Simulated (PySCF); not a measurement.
Exercise with solution: oscillator strength and radiative lifetime

Si(H)3(OMe) (CH₆OSi), SMILES CO[SiH3].

Coordinates come from a B3LYP-D3(BJ)/def2-TZVP optimisation.

TDA-LC-ωPBE/def2-SVPD in PySCF 2.14.0 puts the first singlet state with f over 0.02 at 8.73 eV (vertical), with the transition dipole (0.000, 0.000, -0.430) in atomic units.

Task: Find the oscillator strength, the wavelength and the radiative lifetime that this transition would have in vacuum if emission retraced absorption.

Result: 
|μ|² = 0.1849 au, so |μ| = 1.09 D. ΔE = 8.73/27.211 = 0.3208 hartree. f = (2/3) ΔE |μ|² = 0.040 (the program prints 0.040).
λ = 1239.84/8.73 = 142 nm; ν = 70412 cm⁻¹.
Einstein's coefficient A = 0.6670 ν² f s⁻¹ (ν in cm⁻¹) = 1.3e8 s⁻¹, so τ = 1/A = 7.6 ns. This state is S3; the lower singlets have f = 0.001, 0.012. The figure is the radiative limit of this one transition; relaxation, internal conversion, crossing to triplets and a medium change what is measured.
